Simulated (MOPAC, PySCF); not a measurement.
C10H9ClSi, SMILES `[SiH3]c1cc(Cl)cc2ccccc12`, neutral singlet in the gas phase. 

Cartesian coordinates (Å):
SMILES: Clc1cc(c2ccccc2c1)[SiH3]
```xyz
21

Si    -2.1534    -1.9786     0.4356
C     -1.2821    -0.3338     0.1567
C     -2.0479     0.8140     0.0864
C     -1.4443     2.0753    -0.1217
Cl    -2.4584     3.4772    -0.2005
C     -0.0845     2.1973    -0.2597
C      0.7376     1.0447    -0.1939
C      2.1459     1.1395    -0.3329
C      2.9366     0.0168    -0.2679
C      2.3510    -1.2513    -0.0606
C      0.9874    -1.3713     0.0775
C      0.1389    -0.2366     0.0162
H     -1.9015    -2.9264    -0.6933
H     -3.6183    -1.7095     0.5355
H     -1.6854    -2.6359     1.6947
H     -3.1346     0.7736     0.1896
H      0.3665     3.1783    -0.4199
H      2.5924     2.1242    -0.4931
H      4.0203     0.1027    -0.3764
H      2.9846    -2.1398    -0.0098
H      0.5492    -2.3603     0.2374
```
Charge 0, spin multiplicity 1.

All levels are single points at this geometry (PBE0-D4/def2-SVP); Pople sets use spherical d functions. Orbital energies aren't observables, and empty levels follow the basis.

```json
[
 {"level": "PBE-D3(BJ)/def2-TZVP in PySCF", "HOMO (eV)": "-5.73", "LUMO (eV)": "-2.49", "gap (eV)": "3.24", "dipole (D)": "1.68", "vertical IE, Delta-SCF (eV)": "7.95"},
 {"level": "PBE0-D4/def2-TZVP in PySCF", "HOMO (eV)": "-6.61", "LUMO (eV)": "-1.71", "gap (eV)": "4.89", "dipole (D)": "1.78", "vertical IE, Delta-SCF (eV)": "8.14"},
 {"level": "B3LYP/6-311+G** in PySCF", "HOMO (eV)": "-6.43", "LUMO (eV)": "-1.88", "gap (eV)": "4.56", "dipole (D)": "1.81", "vertical IE, Delta-SCF (eV)": "–"},
 {"level": "B3LYP/6-31G* in PySCF", "HOMO (eV)": "-6.14", "LUMO (eV)": "-1.50", "gap (eV)": "4.64", "dipole (D)": "1.95", "vertical IE, Delta-SCF (eV)": "7.87"},
 {"level": "B3LYP/LANL2DZ in PySCF", "HOMO (eV)": "-6.32", "LUMO (eV)": "-1.64", "gap (eV)": "4.68", "dipole (D)": "2.10", "vertical IE, Delta-SCF (eV)": "–"},
 {"level": "BP86/6-31G* in PySCF", "HOMO (eV)": "-5.56", "LUMO (eV)": "-2.26", "gap (eV)": "3.30", "dipole (D)": "1.88", "vertical IE, Delta-SCF (eV)": "–"},
 {"level": "M06-2X/6-31G* in PySCF", "HOMO (eV)": "-7.42", "LUMO (eV)": "-0.68", "gap (eV)": "6.74", "dipole (D)": "1.98", "vertical IE, Delta-SCF (eV)": "–"},
 {"level": "PBE/6-31G* in PySCF", "HOMO (eV)": "-5.48", "LUMO (eV)": "-2.18", "gap (eV)": "3.30", "dipole (D)": "1.87", "vertical IE, Delta-SCF (eV)": "7.77"},
 {"level": "HF/3-21G in PySCF", "HOMO (eV)": "-8.32", "LUMO (eV)": "1.89", "gap (eV)": "10.21", "dipole (D)": "2.46", "vertical IE, Delta-SCF (eV)": "–"},
 {"level": "HF/6-31G* in PySCF", "HOMO (eV)": "-8.10", "LUMO (eV)": "1.99", "gap (eV)": "10.09", "dipole (D)": "2.16", "vertical IE, Delta-SCF (eV)": "–"},
 {"level": "HF/STO-3G in PySCF", "HOMO (eV)": "-6.42", "LUMO (eV)": "5.08", "gap (eV)": "11.49", "dipole (D)": "2.72", "vertical IE, Delta-SCF (eV)": "–"},
 {"level": "PM6 in MOPAC", "HOMO (eV)": "-9.05", "LUMO (eV)": "-0.95", "gap (eV)": "8.10", "dipole (D)": "1.85", "vertical IE, Delta-SCF (eV)": "–"},
 {"level": "PM7 in MOPAC", "HOMO (eV)": "-9.12", "LUMO (eV)": "-0.93", "gap (eV)": "8.19", "dipole (D)": "2.31", "vertical IE, Delta-SCF (eV)": "–"}
]
```
